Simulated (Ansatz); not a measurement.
Consider the substitution at a C–In bond: `C=C(F)[CH2][InH2]` + H₂S → `C=C(F)CS` + `[InH3]`.

Computed with Ansatz on PBE0-D4/def2-TZVP structures; ΔE is electronic, products minus reactants. CBS: MP2 limit from def2 TZ/QZ plus the TZ coupled-cluster correction, frozen cores. This one scheme is used for every species. DFT in def2-TZVPP. def2 core potentials past Kr. For In outer-core shells are correlated without core-valence functions, which leaves a few kJ/mol of doubt a bond. One conformer a species, not always the lowest.

CCSD(T)/CBS gives +12.2 kcal/mol.

Problem. Another level gave +9.7 kcal/mol. Which?
A. HF/def2-TZVPP
B. BHLYP/def2-TZVPP
C. BLYP/def2-TZVPP
D. MP2/def2-TZVPP

Solution. B. BHLYP 9.7, BLYP 10.7, MP2/def2-TZVPP 12.8, HF/def2-TZVPP 8.3 kcal/mol.

Largest T1 diagnostic among the species: 0.014.

In def2-TZVPP, CCSD(T) changes the Hartree–Fock value by +3.2 kcal/mol (the triples alone add +0.2 kcal/mol) and MP2 by +4.4 kcal/mol. At CCSD(T), def2-SVP lies −2.2 kcal/mol from the extrapolated value and def2-TZVPP −0.6 kcal/mol.

CCSD(T)/CBS has its own doubt, a few kJ/mol and more with outer-core shells, so smaller differences from it don't rank the levels.
